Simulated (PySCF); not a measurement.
Predicted microwave data (PBE0/pcSseg-1 in PySCF (dipole) on a GFN2-xTB geometry, gas phase) for one isomer of C8H12O2:

```
Rotational constants : A = 2088, B = 1028, C = 816.5 MHz
Dipole components    : |μa| = 0.69 D, |μb| = 0.90 D, |μc| = 0.86 D
Inertial defect      : -114.51 u·Å²
κ                    : -0.67
```

Question: Which candidate fits, each taken in the one conformer that was computed?
A. `[CH3:1][C:2]1=[CH:3][C@@H:4]([C:5](=[O:6])[OH:7])[CH2:8][CH2:9][CH2:10]1` with C3–C4–C5–O6 102°, C4–C5–O7–H 177°, C2–C3–C4–C5 -111°, C3–C4–C8–C9 -42°, C4–C8–C9–C10 62°, C8–C9–C10–C2 -50°
B. `[CH3:1][CH:2]([CH3:3])[O:4][C:5]1=[CH:6][CH2:7][CH:8]=[CH:9][O:10]1` with C1–C2–O4–C5 -164°, C2–O4–C5–C6 -170°
C. `[CH:1]#[C:2][CH2:3][CH2:4][C@H:5]([CH3:6])[C:7](=[O:8])[O:9][CH3:10]` with C2–C3–C4–C5 62°, C3–C4–C5–C6 -174°, C4–C5–C7–O8 29°, C5–C7–O9–C10 -177°

Answer: A. It is CC1=C[C@@H](C(=O)O)CCC1, an asymmetric top, point group C1. The candidates at the same level (rigid rotor, commonest isotopes):

```
                 SMILES  A (MHz)  B (MHz)  C (MHz)  μa (D)  μb (D)  μc (D)  Δ (u·Å²)  point group                        rotor
CC1=C[C@@H](C(=O)O)CCC1     2088     1028    816.5    0.69    0.90    0.86   -114.51           C1               asymmetric top
   C#CCC[C@H](C)C(=O)OC     1807    844.4    747.0    0.57    0.07    1.31   -201.62           C1               asymmetric top
       CC(C)OC1=CCC=CO1     3233    785.7    702.7    0.02    1.15    0.04    -80.31           C1  near-prolate asymmetric top
```

`CC(C)OC1=CCC=CO1` has A 55 % too high; `C#CCC[C@H](C)C(=O)OC` has B 18 % too low. No structure here is proved a minimum.
